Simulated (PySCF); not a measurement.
## Electron correlation in Te (tellurium, neutral)

[Kr] 4d10 5s2 5p3 6s1, high-spin 5S determinant (an excited configuration). All numbers are calculated (PySCF 2.14, the spin-free X2C one-electron Hamiltonian (Gaussian nucleus), in aug-cc-pwCVTZ-DK3 (10s9p7d4f1g, 109 functions)). Frozen: [Kr] 4d10; 6 electrons correlated.

```csv
level,correlation energy (mhartree)
CCSD,-89.99
(T),-3.57
CCSD(T),-93.56
```

Diagnostics: T1 = 0.011, D1 = 0.0380, largest double amplitude 0.038.

Is a single reference adequate?

Yes, within this model without spin-orbit coupling: T1 lies below 0.03 and no double amplitude reaches 0.07.
